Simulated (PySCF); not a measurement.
# A small calculation by hand: chemical shift, span and skew from a shielding tensor

C2H6ClFSi2, SMILES C=C(F)[Si@H]([SiH3])Cl. Atoms are numbered in the order given.

```xyz
12

C      2.2250     0.7999     0.8108
C      1.5173     0.2658    -0.1805
F      1.9513     0.3485    -1.4551
Si    -0.1410    -0.6235    -0.0732
Si    -1.7276     0.5049    -1.3726
Cl    -0.7489    -0.5946     1.9135
H      1.8557     0.7262     1.8348
H      3.1724     1.3107     0.6177
H      0.0289    -2.0441    -0.4935
H     -3.0609    -0.1518    -1.2250
H     -1.8063     1.9188    -0.8989
H     -1.3135     0.4781    -2.8079
```

Coordinates come from a PBE0-D3(BJ)/def2-SVP optimisation. The structure was generated by enumeration; whether it is a known compound was not checked. One conformer was computed; it need not be the lowest.

GIAO shieldings from B3LYP/pcSseg-1 (PySCF), non-relativistic, no solvent. The symmetric part of the tensor of C2 has the principal values -101.0, 41.1, 62.8 ppm. The same nucleus in TMS has σ = 181.3 ppm at this level (PySCF, at its B3LYP-D3(BJ)/def2-TZVP geometry). Without spin–orbit terms, shifts of atoms bonded to Cl or Br come out too high.

Task: Work out the isotropic shielding, the ¹³C shift against TMS, the span and the skew.

Result: 
σ(iso) = (σ11 + σ22 + σ33)/3 = 1.0 ppm. δ = σ(ref) − σ(iso) = 181.3 − (1.0) = 180.3 ppm.
Span Ω = σ33 − σ11 = 163.8 ppm. Skew κ = 3(σ(iso) − σ22)/Ω = -0.74. Tumbling in solution averages the tensor to δ; in a static solid the shielding alone would spread this spin-1/2 line over Ω.
